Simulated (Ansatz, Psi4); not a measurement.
The same job for Psi4

This Ansatz 0.2.0 job computes MoCl2O2 (molybdenum dichloride dioxide):

run.yaml:
```yaml
crystal:
  periodic: [false, false, false]
  atoms:
    - symbol: O
      position_ang: [0.160790, -0.193810, 1.710330]
    - symbol: Mo
      position_ang: [0.067390, -0.061640, 0.055230]
    - symbol: O
      position_ang: [1.227030, -1.074450, -0.573270]
    - symbol: Cl
      position_ang: [-1.960190, -0.720580, -0.637400]
    - symbol: Cl
      position_ang: [0.504990, 2.050480, -0.554890]
basis:
  gaussian:
    orbitals: def2-SVP
scf:
  omitted_lower_state_checks: [cluster_reference, increment]
correlation:
  method: ccsd
  frozen_orbitals: {Cl: 5, Mo: 0, O: 1}
magnetization:
  spin_polarized: false
  initial_magnetization: 0
accuracy: high
```

```bash
$ ansatz run run.yaml --threads 1 --pin off --max-ram 3480MiB --events-out events.jsonl --progress --plain --runs-dir runs
```

Geometry: relaxed at PBE0-D4/def2-TZVP.

The T1 diagnostic is large.

It gives a total energy of -1136.962811 Eh.

Problem. How is this level of theory, on these atoms, set up in Psi4 1.11 as a QCSchema file?

Solution. For example:

input.json:
```json
{
 "schema_name": "qcschema_input",
 "schema_version": 1,
 "molecule": {
  "schema_name": "qcschema_molecule",
  "schema_version": 2,
  "symbols": ["O", "Mo", "O", "Cl", "Cl"],
  "geometry": [0.30384906, -0.36624782, 3.23205528, 0.12734864, -0.11648272, 0.10436957, 2.31875065, -2.03041623, -1.0833233, -3.70422225, -1.36169885, -1.20451143, 0.9542928, 3.87484562, -1.04859013],
  "molecular_charge": 0,
  "molecular_multiplicity": 1,
  "fix_symmetry": "c1"
 },
 "driver": "energy",
 "model": {
  "method": "ccsd",
  "basis": "def2-SVP"
 },
 "keywords": {
  "reference": "rhf",
  "puream": true,
  "e_convergence": 1e-09,
  "d_convergence": 1e-08,
  "scf_type": "pk",
  "num_frozen_docc": 12
 }
}
```

```bash
$ psi4 --qcschema input.json -n 1 --memory 2200MB
```

Its energy is -1136.962808 Eh, 0.003 mEh from the first.
